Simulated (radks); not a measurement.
Results of a calculation; reference values are marked as such.
Polarisability of the cadmium ion Cd3+, [Kr] 4d9, at imaginary frequency. Code: a radial shooting solver on a logarithmic mesh with Libxc functionals. Model: non-relativistic Kohn-Sham, exchange-only LDA, spin-polarised, spherical densities, point nucleus; open shells are filled with parallel spins first (spin-orbit coupling, left out, can overturn this in heavy ions); relativity is left out, which matters for an element this heavy. Response by self-consistent Sternheimer equations with the Hartree and adiabatic exchange-only LDA kernel.

| w (hartree) | alpha1(iw) (bohr^3) |
|---|---|
| 0.00266 | 3.751 |
| 0.0143 | 3.750 |
| 0.0360 | 3.748 |
| 0.0697 | 3.739 |
| 0.118 | 3.719 |
| 0.186 | 3.673 |
| 0.280 | 3.581 |
| 0.413 | 3.411 |
| 0.605 | 3.124 |
| 0.892 | 2.689 |
| 1.35 | 2.104 |
| 2.12 | 1.416 |
| 3.59 | 0.7523 |
| 6.94 | 0.2824 |
| 17.5 | 0.06565 |

Static values: alpha1 = 3.751 bohr^3 (0.5558 angstrom^3; uncoupled 5.593). C6 = 16.72, triple-dipole C9 = 44.16 atomic units. One-pole (London) frequency 4 C6 / (3 alpha1^2) = 1.585 hartree, against 1.634 for minus the highest occupied eigenvalue. The dipole shielding factor is 0.938, as the force sum rule N/Z = 0.938 demands.
